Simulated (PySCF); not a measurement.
**Working out the ionisation energy of Ga⁷⁺**

Ga⁷⁺ [Ar] 3d6 (5D) → Ga⁸⁺ [Ar] 3d5 (6S). Computed with PySCF 2.14 in an even-tempered Gaussian basis (20 s from 0.32 bohr⁻², ratio 2.5; 13 p from 0.42 bohr⁻², ratio 2.5; 9 d from 0.42 bohr⁻², ratio 2.5; 5 f from 2.5 bohr⁻², ratio 2.7; 4 g from 3.8 bohr⁻², ratio 2.7), with the spin-free X2C one-electron Hamiltonian (Gaussian nucleus). Frozen: [Ne]; the 37 highest virtual orbitals dropped. Energies in hartree (1 hartree = 27.21139 eV):

| part | Ga⁷⁺ (lower) | Ga⁸⁺ (upper) |
| --- | --- | --- |
| UHF | -1925.742693 | -1919.568837 |
| MP2 opposite-spin | -0.360484 | -0.308640 |
| MP2 same-spin | -0.174017 | -0.164599 |

What does Hartree-Fock give?

(-1919.568837) − (-1925.742693) = 6.173856 hartree = 167.999 eV.

What do MP2 and SCS-MP2 (6/5 opposite-spin, 1/3 same-spin) give?

The opposite-spin parts differ by 1.411 eV and the same-spin parts by 0.256 eV. MP2: 167.999 + (1.411) + (0.256) = 169.666 eV. SCS-MP2: 167.999 + 1.2 × (1.411) + (0.256)/3 = 169.778 eV.

A first-order spin-orbit estimate adds 0.223 eV to MP2 (outer shells), giving 169.889 eV against 169.9 ± 1.7 eV (theoretical estimate listed by NIST; NIST Atomic Spectra Database, ionization energies).

What remains against the reference includes basis incompleteness, the frozen core and correlation beyond second order.
